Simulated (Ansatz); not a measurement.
C2H9BOSi (`BC([SiH3])OC`), relaxed with RKS PBE-D4/def2-SVP in Ansatz from a rough embedded geometry. The force threshold is 0.03 eV/Å; the program also tests the step.

Total charge 0; spin multiplicity 1.

Start:

```xyz
14

B     0.657   -0.989    1.523
C    -0.056   -0.304    0.339
Si   -0.200    1.483    0.792
O     0.668   -0.401   -0.849
C    -0.084   -0.543   -1.989
H     1.680   -1.629    1.360
H     0.149   -1.063    2.605
H    -1.117   -0.745    0.232
H    -0.944    2.232   -0.237
H     1.107    2.103    1.000
H    -0.988    1.637    2.065
H    -0.801    0.336   -2.048
H     0.581   -0.605   -2.864
H    -0.650   -1.513   -1.929
```

| step | energy (eV) | largest force (eV/Å) | largest move (Å) |
| --- | --- | --- | --- |
| 1 | -12803.2214 | 1.687 | 0.000 |
| 2 | -12803.4194 | 1.315 | 0.138 |
| 3 | -12803.5155 | 0.560 | 0.078 |
| 4 | -12803.5428 | 0.294 | 0.200 |
| 5 | -12803.5594 | 0.205 | 0.072 |
| 6 | -12803.5743 | 0.142 | 0.088 |
| 7 | -12803.5972 | 0.302 | 0.191 |
| 8 | -12803.6118 | 0.500 | 0.195 |
| 9 | -12803.6256 | 0.301 | 0.071 |
| 10 | -12803.6310 | 0.395 | 0.129 |
| 11 | -12803.6409 | 0.276 | 0.054 |
| 12 (rejected) | -12803.6400 | 0.170 | 0.112 |
| 13 | -12803.6464 | 0.065 | 0.055 |
| 14 | -12803.6469 | 0.060 | 0.038 |
| 15 | -12803.6477 | 0.096 | 0.034 |
| 16 | -12803.6483 | 0.018 | 0.012 |

End:

```xyz
14

B     0.806   -0.801    1.537
C    -0.015   -0.655    0.275
Si   -0.146    1.285    0.932
O     0.581   -0.748   -0.976
C    -0.277   -0.515   -2.074
H     2.019   -0.792    1.515
H     0.196   -0.821    2.593
H    -1.095   -0.933    0.287
H    -0.152    2.063   -0.353
H     1.018    1.781    1.744
H    -1.428    1.504    1.677
H    -0.667    0.531   -2.090
H     0.311   -0.688   -2.995
H    -1.150   -1.211   -2.072
```

Hardware: 4 threads of an Arm Neoverse V1 on a shared host. Wall time 25 s, peak host memory 0.16 GiB.
